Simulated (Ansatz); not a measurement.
C2H5I, SMILES `CCI`. Charge 0, multiplicity 1. Correlated methods include outer-core shells of I, which these sets cover unevenly. I takes the def2 core potential.

```tsv
atom	x (Å)	y (Å)	z (Å)
C1	-0.0193	-0.3574	0.7422
C2	0.1266	0.1024	-0.6851
I3	-0.7254	2.0504	-0.9974
H4	0.4282	-1.3511	0.8514
H5	-1.0679	-0.4238	1.0355
H6	0.4850	0.3192	1.4336
H7	-0.3930	-0.5429	-1.3899
H8	1.1659	0.2030	-0.9902
```

(1) Give the diagnostics of a CCSD(T)/def2-TZVPP run (frozen core, Ansatz 0.2.0). (Estimate.)

## Answers

(1) Computed: T1 = 0.0082, largest single amplitude 0.014, largest double 0.052, (T) share of the correlation energy 2.9 %, 8 CCSD cycles. The RHF solution is stable towards an unrestricted one. T1 lies under the customary mark of 0.02 for closed shells.
